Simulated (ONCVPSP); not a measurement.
**terbium (Tb): one change to an ONCV potential, before and after**

```
Element                 : terbium
Generator               : ONCVPSP 4.0.1
Type                    : optimised norm-conserving Vanderbilt (ONCV)
Functional              : PBE
Relativity              : fully relativistic
Frozen core             : [Kr] 4d10 4f8
Valence charge          : 11
Reference configuration : 5s2 5p6 5d1 6s1.75 (charge +0.25)
Partial waves           : 5s+6s: rc 2.50 bohr, ncon 4, nbas 8, qcut 4.4 1/bohr, 3 projectors, debl 2.1 Ha; 5p: rc 1.55 bohr, ncon 5, nbas 9, qcut 5.3 1/bohr, 2 projectors, debl 1.9 Ha; 5d: rc 3.70 bohr, ncon 4, nbas 8, qcut 4.5 1/bohr, 1 projector; f scattering state at 0.03 Ha: rc 2.90 bohr, ncon 3, nbas 6, qcut 4.1 1/bohr, 2 projectors, debl 2.8 Ha
Local potential         : polynomial inside 1.05 bohr (lpopt 5, dvloc0 0 Ha)
Core correction         : Teter function, fcfact 4.25, rcfact 1.35
```

Open shells are filled in proportion to 2j + 1.

Change: scalar-relativistic.

Cutoffs: the cutoffs (Ha) at which the residual kinetic energy of the hardest occupied pseudo-wave falls to 1 and 0.1 mHa per electron; they do not see the model core or the augmentation charge, which bear on the density cutoff. Errors are all-electron minus pseudo energies relative to the spin-unpolarised reference configuration.

Question: What does the change do?

Answer: The potential gets softer (81 Ha and 105 Ha → 59 Ha and 103 Ha); both files keep a bound ghost (s); of the 3 tests that both files solve, the error grows in 1 and shrinks in 1 by more than 15 % and 0.3 meV (median size 0.8 → 0.5 meV).

```tsv
quantity	base	changed
cutoff, loose	81 Ha	59 Ha
cutoff, tight	105 Ha	103 Ha
loose cutoff by channel	s 4.2 Ha, p 81 Ha, d 6.3 Ha	s 4.2 Ha, p 59 Ha, d 6.2 Ha
bound ghosts	s	s
GHOST(+) flags under 300 eV	d5/2 at 110.8 eV, d3/2 at 118.1 eV, p3/2 at 131.4 eV, p1/2 at 181.6 eV	d at 114.1 eV, p at 142.1 eV
tests counted as reliable (solved cleanly; for ONCVPSP, near-neutral configurations with less than one 5d electron left out)	3 of 4	3 of 4
error for 5s2 5p6 5d1 6s2, meV [ΔE -1.20 eV]	0.0	+0.4
error for 5s2 5p6 5d1 6s1, meV [ΔE 5.54 eV]	+0.8	-0.9
error for 5s2 5p6 5d1 6s0, meV [ΔE 17.81 eV]	+4.7	-0.5
s: phases at 2.54 bohr within 0.05 rad from the reference energy up to (Ha; the scan ends near 5)	to the end of the scan	to the end of the scan
rms error of d²Exc/dni dnj with the model core, mHa	3.28	1.13
```

Base: Tests not counted: 5s2 5p6 5d0 6s2 6p1 (all-electron energy unsafe for a near-neutral lanthanide with less than one 5d electron, printed error +25 meV). Changed file: Tests not counted: 5s2 5p6 5d0 6s2 6p1 (all-electron energy unsafe for a near-neutral lanthanide with less than one 5d electron, printed error +27 meV). A true bound ghost makes a file unfit for plane-wave use even where its test errors are small: the radial tests pick states by their node count and pass the ghost by.
